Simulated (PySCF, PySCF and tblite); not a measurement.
A run on one conformer of C₃H₂Cl₃F, numbered as in [F:1]/[C:2](=[CH:3]\[Cl:4])[CH:5]([Cl:6])[Cl:7], from an ensemble study. The sound level was KT3/pcSseg-1 (IEF-PCM, chloroform) on GFN2-xTB geometries.

Input:

```
{"job": {"xc": "BP86", "basis": "pcSseg-1", "solvent": "chloroform", "gauge": [0, 0, 0], "kind": "nmr", "pop": false}, "charge": 0, "multiplicity": 1}
F      0.619724     1.769698    -0.058540
C      0.317866     0.459059    -0.023435
C      1.263332    -0.476152    -0.048955
Cl     2.930508    -0.135071    -0.126799
C     -1.151210     0.200672     0.043915
Cl    -1.566182    -0.697727     1.527422
Cl    -1.692334    -0.735665    -1.374327
H      0.997197    -1.520873    -0.019934
H     -1.705339     1.142053     0.055475
```

Command: OMP_NUM_THREADS=1 python ens_run.py task.json out

Output:

```
coarse grid: 10456 points
cycle   1  E = -1595.8870406488  dE =  8.495e-01  |g| = 5.036e-01  |ddm| = 3.009e+00
cycle   2  E = -1595.7437940888  dE =  1.432e-01  |g| = 9.965e-01  |ddm| = 1.319e+00
cycle   3  E = -1595.9326187001  dE = -1.888e-01  |g| = 1.290e-01  |ddm| = 8.936e-01
cycle   4  E = -1595.9357642802  dE = -3.146e-03  |g| = 6.931e-02  |ddm| = 1.812e-01
cycle   5  E = -1595.9368120417  dE = -1.048e-03  |g| = 2.638e-02  |ddm| = 8.601e-02
cycle   6  E = -1595.9369580235  dE = -1.460e-04  |g| = 4.724e-03  |ddm| = 2.468e-02
cycle   7  E = -1595.9369627332  dE = -4.710e-06  |g| = 1.703e-03  |ddm| = 6.387e-03
final grid: 91216 points
cycle   8  E = -1595.9905374874  dE = -3.825e-05  |g| = 6.709e-03  |ddm| = 2.658e-02
cycle   9  E = -1595.9905300412  dE =  7.446e-06  |g| = 7.228e-03  |ddm| = 1.169e-02
cycle  10  E = -1595.9905416384  dE = -1.160e-05  |g| = 2.909e-03  |ddm| = 9.535e-03
cycle  11  E = -1595.9905434498  dE = -1.811e-06  |g| = 7.388e-04  |ddm| = 3.213e-03
cycle  12  E = -1595.9905435222  dE = -7.236e-08  |g| = 1.623e-04  |ddm| = 7.258e-04
cycle  13  E = -1595.9905435271  dE = -4.915e-09  |g| = 5.812e-05  |ddm| = 2.163e-04
cycle  14  E = -1595.9905435280  dE = -8.408e-10  |g| = 1.295e-05  |ddm| = 5.684e-05
converged SCF energy = -1595.9905435280

GIAO shielding tensors (ppm)
atom      isotropic    diamagn.    paramagn.     s11        s22        s33       span
  0 F      286.431     568.210    -281.779    199.480    273.635    386.180    186.700
  1 C      129.552     585.421    -455.870     -0.525    171.108    218.072    218.597
  2 C      190.724     531.361    -340.637     44.294    225.025    302.854    258.560
  3 Cl     821.414    1160.906    -339.492    675.370    858.450    930.421    255.051
  4 C      228.840     550.329    -321.489    199.883    220.455    266.184     66.301
  5 Cl     641.516    1209.567    -568.051    355.691    561.273   1007.584    651.893
  6 Cl     641.083    1209.241    -568.158    355.397    560.383   1007.470    652.073
  7 H       97.589     164.523     -66.934     34.643    110.695    147.428    112.785
  8 H       80.848     107.814     -26.966     51.532     65.128    125.883     74.351
```

Q: What is wrong with this calculation?

A: The setting at fault: common gauge origin in a small basis. (The functional also differs from the sound level's.) The run converged.
